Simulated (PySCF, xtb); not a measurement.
C₃H₂ClF₃, SMILES F/C=C(/Cl)C(F)F. One conformer was computed; it need not be the lowest.

Harmonic wavenumbers (cm⁻¹) from GFN2-xTB (xtb 6.7.1) at its own minimum, in rising order: 27, 136, 197, 245, 272, 391, 432, 531, 563, 802, 871, 972, 1027, 1071, 1155, 1237, 1252, 1281, 1674, 2904, 3081.

Task: What does PBE-D3(BJ)/def2-SVP (PySCF 2.14.0) give at its own minimum? (An estimate is asked for; the answer gives what the named calculation found.)

Result: 34, 186, 200, 269, 294, 380, 450, 524, 621, 841, 891, 994, 1084, 1115, 1204, 1292, 1333, 1367, 1688, 2967, 3126. Paired by order, the mean absolute difference is 37 cm⁻¹ and the zero-point energies are 28.8 and 29.8 kcal/mol.
